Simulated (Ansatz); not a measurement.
```yaml
crystal:
  periodic: [false, false, false]
  atoms:
    - {symbol: C, position_ang: [0.881365, 2.447530, 3.057482]}
    - {symbol: C, position_ang: [-0.025340, 1.966111, 1.959606]}
    - {symbol: O, position_ang: [0.174943, 0.748105, 1.395133]}
    - {symbol: Sn, position_ang: [-1.006577, 0.166166, -0.099164]}
    - {symbol: F, position_ang: [-2.795616, 0.527772, 0.432080]}
    - {symbol: O, position_ang: [-0.697958, 1.068862, -1.716856]}
    - {symbol: C, position_ang: [0.543469, 0.784457, -2.546961]}
    - {symbol: C, position_ang: [0.232693, 1.362851, -3.923351]}
    - {symbol: O, position_ang: [-0.657377, -1.812214, -0.216475]}
    - {symbol: C, position_ang: [-0.542278, -2.617290, 1.000997]}
    - {symbol: C, position_ang: [0.041928, -3.995689, 0.582316]}
    - {symbol: H, position_ang: [0.822033, 1.608056, 3.878204]}
    - {symbol: H, position_ang: [0.678225, 3.392643, 3.551005]}
    - {symbol: H, position_ang: [1.819251, 2.252159, 2.707287]}
    - {symbol: H, position_ang: [0.168764, 2.858869, 1.169088]}
    - {symbol: H, position_ang: [-1.160920, 2.199628, 2.185434]}
    - {symbol: H, position_ang: [0.380338, -0.354068, -2.648321]}
    - {symbol: H, position_ang: [1.335469, 0.961320, -2.165241]}
    - {symbol: H, position_ang: [-0.627293, 1.068737, -4.437857]}
    - {symbol: H, position_ang: [1.115007, 1.151640, -4.508579]}
    - {symbol: H, position_ang: [0.183386, 2.609984, -3.710609]}
    - {symbol: H, position_ang: [-1.556978, -2.709446, 1.361970]}
    - {symbol: H, position_ang: [0.246059, -2.073276, 1.630162]}
    - {symbol: H, position_ang: [-0.662097, -4.229461, -0.277731]}
    - {symbol: H, position_ang: [0.142189, -4.653860, 1.346617]}
    - {symbol: H, position_ang: [1.004619, -3.922957, 0.081808]}
basis:
  gaussian: {orbitals: x2c-TZVPPall}
total_charge: 1
magnetization: {spin_polarized: true, initial_magnetization: 5}
hamiltonian: {xc: {name: wPBEh}}
scf: {lower_state_search: full}
```

```sh
$ ansatz run in.yaml --threads 11 --pin off --events-out ev --progress --plain --max-ram 120832MiB --backend cuda --devices 0, --max-vram 75GiB
```

It prints (some lines left out):

```
Functional definition: wPBEh
3242 factors; their error is unknown
207 factors; integrals over basis functions are off by at most 3.4e-7 eV
mean field evaluation 1: about -183334.9939 eV, gradient 8.7e1 eV
mean field evaluation 2: about -183223.8625 eV, gradient 1.6e2 eV
mean field evaluation 4: about -183365.7685 eV, gradient 1.4e1 eV
mean field evaluation 8: about -183367.2586 eV, gradient 2.8e0 eV
mean field evaluation 16: about -183367.4449 eV, gradient 2.1e-1 eV
mean field evaluation 32: about -183367.8606 eV, gradient 1.2e-2 eV
mean field evaluation 256: about -183367.8606 eV, gradient 3.1e-2 eV
mean field evaluation 320: about -183367.8606 eV, gradient 4.2e-3 eV
mean field evaluation 384: about -183367.8607 eV, gradient 3.5e-4 eV
mean field evaluation 544: about -183367.8606 eV, gradient 8.0e-3 eV
mean field -183367.86065035 eV, -6738.6445877003 hartree, gradient 9.3e-6 eV, S^2 8.767474; 19 other end points of the search recorded, 0 dependent functions left out
reference -183367.86071970 eV, -6738.6445902487 hartree; 69, 64 occupied and 511, 516 virtual orbitals, 3242 factors
Total energy: -183367.86071970 eV, -6738.6445902487 hartree
Relativity: scalar
```

(1) Something in this input is off. What?

## Answers

(1) The spin is set far too high for this molecule. The calculation finished and met its thresholds. The result belongs to that input, not to the molecule as meant.
